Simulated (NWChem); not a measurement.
System: dimethyl telluride (C2H6Te); SMILES C[Te]C

```xyz
9

C     -1.0663     0.0000    -1.5798
Te     0.3959     0.0000     0.0000
C     -1.0663     0.0000     1.5798
H     -1.6901    -0.9008    -1.5152
H     -0.5189    -0.0040    -2.5321
H     -1.6857     0.9042    -1.5199
H     -1.6901    -0.9008     1.5152
H     -0.5189    -0.0040     2.5321
H     -1.6857     0.9042     1.5199
```
Atoms are numbered in this order, from 1.

The geometry was optimised at PBE0/def2-SVP. No frequency run checked for a minimum. def2 effective core potentials on Te; no spin-orbit coupling.

Symmetry labels are those of Cs in the frame above (b1 and b2, or b-type labels, depend on it). States above −ε(HOMO) = 5.7 eV lie in this functional's continuum and hang on the basis.

Q: List the 4 lowest vertical singlet excitations from PBE0/def2-SVPD with def2 effective core potentials on Te, TDA (NWChem).

A: 
```json
[
 {"state": "S1", "energy (eV)": "3.71", "oscillator strength": "0.000", "symmetry": "a\"", "leading excitation (squared amplitude)": "HOMO → LUMO (0.98)"},
 {"state": "S2", "energy (eV)": "4.80", "oscillator strength": "0.001", "symmetry": "a'", "leading excitation (squared amplitude)": "HOMO → LUMO+1 (0.93)"},
 {"state": "S3", "energy (eV)": "5.09", "oscillator strength": "0.081", "symmetry": "a'", "leading excitation (squared amplitude)": "HOMO → LUMO+2 (0.93)"},
 {"state": "S4", "energy (eV)": "5.81", "oscillator strength": "0.037", "symmetry": "a'", "leading excitation (squared amplitude)": "HOMO → LUMO+3 (0.99)"}
]
```
